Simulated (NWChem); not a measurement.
# C4H3FS; SMILES Fc1cscc1

```xyz
9

F     -0.2562    -2.3176     0.0000
C     -0.0650    -1.0049     0.0000
C      1.2346    -0.4306     0.0000
C      1.1690     0.9365     0.0000
S     -0.4511     1.5039     0.0000
C     -1.0840    -0.0921     0.0000
H      2.1548    -1.0150     0.0000
H      1.9955     1.6458     0.0000
H     -2.1539    -0.2890     0.0000
```
Atoms are numbered in this order, from 1.

Results from NWChem. Pople sets run with spherical d functions. Structure relaxed at the PBE0/def2-SVP level. Total energies compare along this basis series because the functional is fixed.

```json
[
 {"level": "CAM-B3LYP/STO-3G", "basis functions": "37", "energy (Ha)": "-644.3532", "highest occupied level (eV)": "-5.19", "orbital gap (eV)": "9.30", "dipole (D)": "0.95", "relative time": "1"},
 {"level": "CAM-B3LYP/3-21G", "basis functions": "64", "energy (Ha)": "-648.7437", "highest occupied level (eV)": "-8.03", "orbital gap (eV)": "8.93", "dipole (D)": "1.00", "relative time": "3"},
 {"level": "CAM-B3LYP/6-31G*", "basis functions": "94", "energy (Ha)": "-652.1032", "highest occupied level (eV)": "-7.89", "orbital gap (eV)": "8.82", "dipole (D)": "0.99", "relative time": "10"},
 {"level": "CAM-B3LYP/6-31+G*", "basis functions": "118", "energy (Ha)": "-652.1211", "highest occupied level (eV)": "-8.22", "orbital gap (eV)": "8.65", "dipole (D)": "1.32", "relative time": "30"},
 {"level": "CAM-B3LYP/6-311G**", "basis functions": "134", "energy (Ha)": "-652.2084", "highest occupied level (eV)": "-8.15", "orbital gap (eV)": "8.75", "dipole (D)": "1.16", "relative time": "30"},
 {"level": "CAM-B3LYP/6-311++G**", "basis functions": "161", "energy (Ha)": "-652.2165", "highest occupied level (eV)": "-8.28", "orbital gap (eV)": "8.62", "dipole (D)": "1.37", "relative time": "80"}
]
```

Relative times are rough (shared machine, one core).
